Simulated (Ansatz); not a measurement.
Calculated with Ansatz (gas phase, PBE0-D4/def2-TZVP geometries, no zero-point term in ΔE). CBS: MP2 limit from def2 TZ/QZ plus the TZ coupled-cluster correction, frozen cores. This one scheme is used for every species, atoms too. For atomizations the MP2-based limit and the directly extrapolated one differ by several kJ/mol either way, and by 10 to 25 for some Ge, Se and Sn compounds, so smaller differences from it don't rank the levels. DFT in def2-TZVPP. Open shells (•) are unrestricted, without spin–orbit coupling. Spin–orbit coupling would lower the free atoms: a little for Al, Cl, Si. Each species was taken in one conformer, which may not be the lowest.

`[SiH3][N]([SiH3])[Al]([Cl])[Cl]` → Al• + 2 Cl• + 6 H• + N• + 2 Si•  (atomization)

(1) What is ΔE at CCSD(T)/CBS? (An estimate is asked.)

(2) What do these levels give: LDA (SPW92), PBE-D4, r2SCAN-D4, PBE, CAM-B3LYP, CCSD(T)/def2-TZVPP? (Estimate.)

Largest T1 diagnostic among the species: 0.018.

## Answers

(1) Ansatz gave: +40.55 eV.

(2) The calculation gave: LDA (SPW92) 44.61, PBE-D4 40.06, r2SCAN-D4 40.42, PBE 39.64, CAM-B3LYP 40.00, CCSD(T)/def2-TZVPP 39.29 eV.

In def2-TZVPP, CCSD(T) changes the Hartree–Fock value by +8.87 eV (the triples alone add +0.53 eV) and MP2 by +9.41 eV; breaking electron pairs costs correlation energy, which Hartree–Fock lacks. From BLYP to BHLYP (50 % exact exchange), in def2-TZVPP and without D4, ΔE moves by +0.26 eV.
